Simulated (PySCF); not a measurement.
Mapped SMILES: `[SiH3:1][c:2]1[cH:3][cH:4][cH:5][o:6]1`. Each H is labelled by its parent atom.

Geometry: PBE0-D3(BJ)/def2-SVP; GIAO shifts from PySCF, gas phase, non-relativistic, averaged over equivalent atoms.

At PBE0/pcSseg-1 (139 basis functions, 8.7 s wall time on 1 thread of an x86-64 server CPU, shared host):
```json
{"atoms": "Si1", "δ (ppm)": "-82.1"}
{"atoms": "C5", "δ (ppm)": "153.3"}
{"atoms": "C2", "δ (ppm)": "151.0"}
{"atoms": "C3", "δ (ppm)": "131.3"}
{"atoms": "C4", "δ (ppm)": "115.6"}
{"atoms": "O6", "δ (ppm)": "324.3"}
{"atoms": "H(C5)", "δ (ppm)": "7.73"}
{"atoms": "H(C3)", "δ (ppm)": "7.03"}
{"atoms": "H(C4)", "δ (ppm)": "6.54"}
{"atoms": "H(Si1)", "δ (ppm)": "4.45"}
```

Shifts are taken against calculated references (same method and geometry level): 29Si (σref 351.99), 13C (σref 184.41), 1H (σref 31.27) against TMS; 17O (σref 334.56) against H2O.

Q: What do these become at PBE/pcSseg-2?

A: 
```tsv
atoms	δ at PBE/pcSseg-2	change
Si1	-89.4	-7.3
C5	154.3	+1.0
C2	153.4	+2.4
C3	132.1	+0.8
C4	117.0	+1.4
O6	328.5	+4.2
H(C5)	7.83	+0.10
H(C3)	7.03	+0.00
H(C4)	6.58	+0.04
H(Si1)	4.57	+0.12
```

Referencing at the same level of theory: TMS for 29Si (323.43 ppm) and 13C (179.39 ppm) and 1H (31.18 ppm); 17O (327.88 ppm) against H2O.

The largest change is at Si1 (silicon bonded to C, 3 H). Cost: 307 basis functions, 46 s wall time on 1 thread of an x86-64 server CPU, shared host. The order of the carbon signals is the same at both levels.

Unscaled 17O shifts of doubly bonded oxygen tend to come out too high, by tens of ppm or more. Experimental scales use liquid or dissolved standards, which lie at an offset from isolated H2O (liquid H2O: subtract about 36 ppm).
